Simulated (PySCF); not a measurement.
PySCF input (M06-2X/6-31G* with LANL2DZ past Ar (5d)):

```python
from pyscf import gto, dft

mol = gto.M(
    atom='''
    K    -0.00000000   -0.00000000   -0.74845923
    O     0.00000000    0.00000000    1.47370794
    H     0.00000000    0.00000000    2.43106183
    ''',
    basis={'default': '6-31g*', 'K': 'lanl2dz'},
    ecp={'K': 'lanl2dz'},
    charge=-1,
    spin=1,
    symmetry='C2v',
    verbose=4,
)

mf = dft.UKS(mol, xc='m062x')
mf.grids.level = 4
mf.conv_tol = 1e-9
mf.max_cycle = 100
mf.max_memory = 1500
mf.kernel()
if not mf.converged:
    mf = mf.newton()
    mf.kernel(mf.make_rdm1())
mf.dip_moment()
```

Output:

```
PySCF version 2.14.0

[INPUT] verbose = 4
[INPUT] num. atoms = 3
[INPUT] num. electrons = 19
[INPUT] charge = -1
[INPUT] spin (= nelec alpha-beta = 2S) = 1
[INPUT] symmetry C2v subgroup None
[INPUT] Mole.unit = angstrom
[INPUT] Symbol           X                Y                Z      unit          X                Y                Z       unit  Magmom
[INPUT]  1 K      0.000000000000   0.000000000000  -0.748459230000 AA    0.000000000000   0.000000000000  -1.414382960103 Bohr   0.0
[INPUT]  2 O      0.000000000000   0.000000000000   1.473707940000 AA    0.000000000000   0.000000000000   2.784904394197 Bohr   0.0
[INPUT]  3 H      0.000000000000   0.000000000000   2.431061830000 AA    0.000000000000   0.000000000000   4.594041050584 Bohr   0.0

nuclear repulsion = 23.0656620761576
point group symmetry = Coov, use subgroup C2v
symmetry origin: [ 0.00000000e+00  0.00000000e+00 -1.34980455e-09]
symmetry axis x: [1. 0. 0.]
symmetry axis y: [0. 1. 0.]
symmetry axis z: [0. 0. 1.]
num. orbitals of irrep A1 = 15
num. orbitals of irrep A2 = 1
num. orbitals of irrep B1 = 6
num. orbitals of irrep B2 = 6
number of shells = 13
number of NR pGTOs = 51
number of NR cGTOs = 28
basis = {'default': '6-31g*', 'K': 'lanl2dz'}
ecp = {'K': 'lanl2dz'}

******** <class 'pyscf.dft.uks_symm.SymAdaptedUKS'> ********
method = SymAdaptedUKS
initial guess = minao
damping factor = 0
level_shift factor = 0
DIIS = <class 'pyscf.scf.diis.CDIIS'>
diis_start_cycle = 1
diis_space = 8
diis_damp = 0
SCF conv_tol = 1e-09
SCF conv_tol_grad = None
SCF max_cycles = 100
direct_scf = True
direct_scf_tol = 1e-13
number electrons alpha = 10  beta = 9
XC library pyscf.dft.libxc version 7.1.2
    S. Lehtola, C. Steigemann, M. J. T. Oliveira, and M. A. L. Marques,  SoftwareX 7, 1–5 (2018)
XC functionals = m062x
    Y. Zhao and D. G. Truhlar,  Theor. Chem. Acc. 120, 215 (2008)
    Y. Zhao and D. G. Truhlar,  Theor. Chem. Acc. 120, 215 (2008)
radial grids:
    Treutler-Ahlrichs [JCP 102, 346 (1995); DOI:10.1063/1.469408] (M4) radial grids

becke partition: Becke, JCP 88, 2547 (1988); DOI:10.1063/1.454033
pruning grids: <function nwchem_prune>
grids dens level: 4
symmetrized grids: C2v
atomic radii adjust function: <function treutler_atomic_radii_adjust>
small_rho_cutoff = 0
Freeze 0 electrons in irreps []
    19 free electrons in irreps A1 A2 B1 B2
Set gradient conv threshold to 3.16228e-05
tot grids = 73392
init E= -104.091664461154
alpha HOMO (A1) = -0.0285251201281977  LUMO (A1) = -0.000992536122607746
beta  HOMO (B1) = -0.421515729283974  LUMO (A1) = -0.0285251201281977

WARN: HOMO -0.0285251201281977 >= LUMO -0.0285251201281977

WARN: alpha-A1 HOMO -0.0285251201281977 > system LUMO -0.0285251201281977

WARN: beta-A1 LUMO -0.0285251201281977 < system HOMO -0.0285251201281977

cycle= 1 E= -103.642179649021  delta_E= 0.449  |g|= 0.667  |ddm|= 1.37
alpha HOMO (B2) = 0.112036781181254  LUMO (A1) = 0.128899611111682
beta  HOMO (B1) = 0.119090814094143  LUMO (B2) = 0.119090814094141

WARN: HOMO 0.119090814094143 >= LUMO 0.119090814094141

WARN: beta-B1 HOMO 0.119090814094143 > system LUMO 0.119090814094141

WARN: beta-B2 LUMO 0.119090814094141 < system HOMO 0.119090814094143

cycle= 2 E= -99.4712810769984  delta_E= 4.17  |g|= 1.78  |ddm|=  2.6
alpha HOMO (A1) = 0.0151836624682384  LUMO (B2) = 0.0892396243268723
beta  HOMO (B2) = -0.274625419019115  LUMO (A1) = 0.0623332874027649
  HOMO = 0.0151836624682  LUMO = 0.0623332874028  gap/eV = 1.28301
cycle= 3 E= -103.749725025298  delta_E= -4.28  |g|= 0.426  |ddm|= 2.54
alpha HOMO (A1) = 0.0285934264833823  LUMO (B2) = 0.105864161468144
beta  HOMO (B2) = -0.0948240063732022  LUMO (A1) = 0.127319658309369
  HOMO = 0.0285934264834  LUMO = 0.105864161468  gap/eV = 2.10264
cycle= 4 E= -103.837354989915  delta_E= -0.0876  |g|= 0.148  |ddm|= 0.377
alpha HOMO (A1) = 0.0306546609364413  LUMO (B2) = 0.11309565569325
beta  HOMO (B1) = -0.0602782782707857  LUMO (A1) = 0.0307688017121097

WARN: HOMO 0.0306546609364413 >= LUMO 0.0307688017121097

WARN: alpha-A1 HOMO 0.0306546609364413 > system LUMO 0.0307688017121097

WARN: beta-A1 LUMO 0.0307688017121097 < system HOMO 0.0306546609364413

cycle= 5 E= -103.853247240856  delta_E= -0.0159  |g|= 0.0225  |ddm|= 0.291
alpha HOMO (A1) = 0.0306750469980028  LUMO (B2) = 0.110846239308657
beta  HOMO (B1) = -0.0610322329123996  LUMO (A1) = 0.033197544918965
  HOMO = 0.030675046998  LUMO = 0.033197544919  gap/eV = 0.06864
cycle= 6 E= -103.85429391772  delta_E= -0.00105  |g|= 0.00484  |ddm|= 0.0868
alpha HOMO (A1) = 0.0301866405312166  LUMO (B2) = 0.108943456699001
beta  HOMO (B2) = -0.0646836690013938  LUMO (A1) = 0.0221349806830351

WARN: HOMO 0.0301866405312166 >= LUMO 0.0221349806830351

WARN: alpha-A1 HOMO 0.0301866405312166 > system LUMO 0.0221349806830351

WARN: beta-A1 LUMO 0.0221349806830351 < system HOMO 0.0301866405312166

cycle= 7 E= -103.854541090011  delta_E= -0.000247  |g|= 0.00261  |ddm|= 0.0654
alpha HOMO (A1) = 0.029952537646381  LUMO (B1) = 0.107713212012782
beta  HOMO (B1) = -0.0664362787649366  LUMO (A1) = 0.0237891288354954

WARN: HOMO 0.029952537646381 >= LUMO 0.0237891288354954

WARN: alpha-A1 HOMO 0.029952537646381 > system LUMO 0.0237891288354954

WARN: beta-A1 LUMO 0.0237891288354954 < system HOMO 0.029952537646381

cycle= 8 E= -103.854604891583  delta_E= -6.38e-05  |g|= 0.00075  |ddm|= 0.0449
alpha HOMO (A1) = 0.0299043989530512  LUMO (B1) = 0.107425635176612
beta  HOMO (B2) = -0.0665541343033654  LUMO (A1) = 0.0240104505744965

WARN: HOMO 0.0299043989530512 >= LUMO 0.0240104505744965

WARN: alpha-A1 HOMO 0.0299043989530512 > system LUMO 0.0240104505744965

WARN: beta-A1 LUMO 0.0240104505744965 < system HOMO 0.0299043989530512

cycle= 9 E= -103.854608763153  delta_E= -3.87e-06  |g|= 0.000103  |ddm|= 0.0131
alpha HOMO (A1) = 0.0299226719054042  LUMO (B2) = 0.107422522589942
beta  HOMO (B2) = -0.0665195684131905  LUMO (A1) = 0.0243545617077516

WARN: HOMO 0.0299226719054042 >= LUMO 0.0243545617077516

WARN: alpha-A1 HOMO 0.0299226719054042 > system LUMO 0.0243545617077516

WARN: beta-A1 LUMO 0.0243545617077516 < system HOMO 0.0299226719054042

cycle= 10 E= -103.854608796185  delta_E= -3.3e-08  |g|= 3.57e-05  |ddm|= 0.000995
alpha HOMO (A1) = 0.0299213033144246  LUMO (B2) = 0.107419022420511
beta  HOMO (B2) = -0.0665348254074096  LUMO (A1) = 0.024352698168554

WARN: HOMO 0.0299213033144246 >= LUMO 0.024352698168554

WARN: alpha-A1 HOMO 0.0299213033144246 > system LUMO 0.024352698168554

WARN: beta-A1 LUMO 0.024352698168554 < system HOMO 0.0299213033144246

cycle= 11 E= -103.854608798139  delta_E= -1.95e-09  |g|= 1.02e-05  |ddm|= 0.000122
alpha HOMO (A1) = 0.0299201593538605  LUMO (B2) = 0.107418655555892
beta  HOMO (B1) = -0.0665427698531427  LUMO (A1) = 0.024349456477077

WARN: HOMO 0.0299201593538605 >= LUMO 0.024349456477077

WARN: alpha-A1 HOMO 0.0299201593538605 > system LUMO 0.024349456477077

WARN: beta-A1 LUMO 0.024349456477077 < system HOMO 0.0299201593538605

cycle= 12 E= -103.854608798403  delta_E= -2.64e-10  |g|= 4.65e-06  |ddm|= 6.01e-05
alpha HOMO (A1) = 0.0299200633353425  LUMO (B2) = 0.107419043334228
beta  HOMO (B1) = -0.06654621403257  LUMO (A1) = 0.024345975439156

WARN: HOMO 0.0299200633353425 >= LUMO 0.024345975439156

WARN: alpha-A1 HOMO 0.0299200633353425 > system LUMO 0.024345975439156

WARN: beta-A1 LUMO 0.024345975439156 < system HOMO 0.0299200633353425

Extra cycle  E= -103.85460879843  delta_E= -2.66e-11  |g|= 4.6e-06  |ddm|= 1.55e-05
converged SCF energy = -103.85460879843  <S^2> = 0.75376484  2S+1 = 2.0037613

WARN: System has nonzero charge -1; the dipole moment is origin-dependent.
Location of origin: [0. 0. 0.]

Dipole moment(X, Y, Z, Debye):  0.00000,  0.00000,  3.68757
```

The dipole moment of an ion depends on the origin.
